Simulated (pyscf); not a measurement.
# silanol (HO–SiH₃), singlet

Gas-phase minimum from PySCF at ωB97X-D3(BJ)/def2-SVP, one conformer. 

```
Si
O 1 1.6682
H 2 0.9621 1 117.22
H 1 1.4851 2 106.46 3 -179.98
H 1 1.4950 4 109.57 2 121.04
H 1 1.4950 4 109.57 5 117.92
```

Properties at ωB97X-D3(BJ)/def2-SVP:

Harmonic wavenumbers, unscaled: 214, 685, 734, 846, 903, 955, 977, 1028, 2233, 2244, 2295, 3941 cm⁻¹
Zero-point energy: 24.4 kcal/mol
Rotational symmetry number: 1
Entropy of this conformer at 298 K and 1 atm, rigid rotor and harmonic oscillator, modes under 100 cm⁻¹ raised to 100: 257.1 J/(mol K)
Dipole moment: 1.39 D

Single-point totals, which compare only within one level (frozen core for MP2 and CC):

```json
[
 {"level": "ωB97X-D3(BJ)/def2-TZVP", "total energy (hartree)": "-367.23766"},
 {"level": "PBE/def2-TZVP", "total energy (hartree)": "-366.95431"},
 {"level": "r²SCAN/def2-TZVP", "total energy (hartree)": "-367.12833"},
 {"level": "B3LYP-D3(BJ)/def2-TZVP", "total energy (hartree)": "-367.22863"},
 {"level": "PBE0-D3(BJ)/def2-TZVP", "total energy (hartree)": "-366.98926"},
 {"level": "M06-2X/def2-TZVP", "total energy (hartree)": "-367.13994"},
 {"level": "ωB97M-D3(BJ)/def2-TZVP", "total energy (hartree)": "-367.25113"},
 {"level": "HF/def2-TZVPP", "total energy (hartree)": "-366.20937"},
 {"level": "MP2/def2-TZVPP", "total energy (hartree)": "-366.58608"},
 {"level": "CCSD/def2-TZVPP", "total energy (hartree)": "-366.61060"},
 {"level": "CCSD(T)/def2-TZVPP", "total energy (hartree)": "-366.62279"}
]
```

The CCSD(T) − MP2 part came from Ansatz, without density fitting, on the same reference.
